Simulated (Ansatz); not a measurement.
`F[Si](F)[SiH3]`• → 2 F• + 3 H• + 2 Si•  (atomization)

Program: Ansatz. Geometries: PBE0-D4/def2-TZVP. ΔE: electronic, gas phase. CCSD(T)/CBS is the MP2 limit (def2-TZVPP, def2-QZVPP) plus CCSD(T) − MP2 in def2-TZVPP, frozen cores. This one scheme is used for every species, atoms too. For atomizations the MP2-based limit and the directly extrapolated one differ by several kJ/mol either way, and by 10 to 25 for some Ge, Se and Sn compounds, so smaller differences from it don't rank the levels. Functionals use def2-TZVPP. No spin–orbit coupling; open shells (•) take unrestricted orbitals. Spin–orbit coupling would lower the free atoms: a little for F, Si.

`F[Si](F)[SiH3]`•:

Cartesian coordinates in Å:
```
F 0.937 -2.201 -0.036
Si 1.208 -0.661 -0.375
F 2.280 -0.164 0.704
Si -0.803 0.564 -0.095
H -1.353 0.427 1.279
H -1.774 0.047 -1.092
H -0.494 1.987 -0.385
```

| level | ΔE (kJ/mol) |
| --- | --- |
| LDA (SPW92) | 2629.6 |
| BLYP-D4 | 2316.1 |

What does CCSD(T)/CBS give? (Estimate.)

Computed: +2330.6 kJ/mol. The listed levels differ from it by 299.0, -14.5 kJ/mol.

Largest T1 diagnostic among the species: 0.016.

The D4 term adds +22.0 kJ/mol with B3LYP and +11.4 kJ/mol with PBE0; it sums over pairs of atoms, weighted by their polarisabilities, and B3LYP, whose exchange is more repulsive, gets the larger term. At CCSD(T), def2-SVP lies −218.6 kJ/mol from the extrapolated value and def2-TZVPP −73.5 kJ/mol: correlation converges slowly with the basis, and small sets miss more of it in the bonded molecule than in its fragments. From PBE to PBE0 (25 % exact exchange), in def2-TZVPP and without D4, ΔE moves by −41.6 kJ/mol: exact exchange takes away binding that semilocal exchange gives to molecules.

B3LYP here is the variant with VWN-RPA as its local correlation; programs differ in this.
